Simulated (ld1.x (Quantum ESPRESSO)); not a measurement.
u(r) = r·R(r): atom against pseudo-atom (Pm)

Columns: radius, all-electron u(r) and pseudo u(r) of the 5p shell (level -32.14 eV) of promethium in the configuration [Kr] 4d10 5s2 4f5 5p6 5d0 6s0.5 6p0; PBE, scalar-relativistic, TM semilocal scheme, ld1.x (Quantum ESPRESSO) 7.5.

| r (bohr) | all-electron | pseudo |
| --- | --- | --- |
| 0.163 | -0.2768 | -0.0250 |
| 0.325 | 0.1126 | -0.0965 |
| 0.488 | 0.4539 | -0.2074 |
| 0.650 | 0.2477 | -0.3434 |
| 0.813 | -0.1511 | -0.4904 |
| 0.975 | -0.5014 | -0.6291 |
| 1.138 | -0.7365 | -0.7443 |
| 1.300 | -0.8576 | -0.8217 |
| 1.463 | -0.8922 | -0.8550 |
| 1.625 | -0.8680 | -0.8445 |
| 1.788 | -0.8080 | -0.7976 |
| 1.950 | -0.7299 | -0.7268 |
| 2.113 | -0.6445 | -0.6441 |
| 2.275 | -0.5603 | -0.5603 |
| 2.438 | -0.4805 | -0.4805 |
| 2.600 | -0.4085 | -0.4085 |
| 2.763 | -0.3443 | -0.3443 |
| 2.925 | -0.2886 | -0.2886 |
| 3.088 | -0.2404 | -0.2404 |
| 3.250 | -0.1995 | -0.1995 |
| 3.413 | -0.1648 | -0.1648 |
| 3.575 | -0.1358 | -0.1358 |
| 3.738 | -0.1115 | -0.1115 |
| 3.900 | -0.0914 | -0.0914 |
| 4.063 | -0.0746 | -0.0746 |
| 4.225 | -0.0608 | -0.0608 |

How many radial nodes do the two functions have?

The all-electron 5p function has n − l − 1 = 3 (the table is too coarse to show those close to the nucleus); the pseudo-wave has 0, since the states of the same l below it are removed with the core.

At about which radius was the pseudo-wave matched?

2.45 bohr. The columns agree to 0.0005 from 2.11 bohr on; several derivatives are matched, so the curves merge somewhat inside the radius.

Is the pseudo-wave norm-conserving?

Yes: the TM semilocal scheme keeps the norm inside the radius equal to the all-electron one, which fixes the energy derivative of the logarithmic derivative at the level.
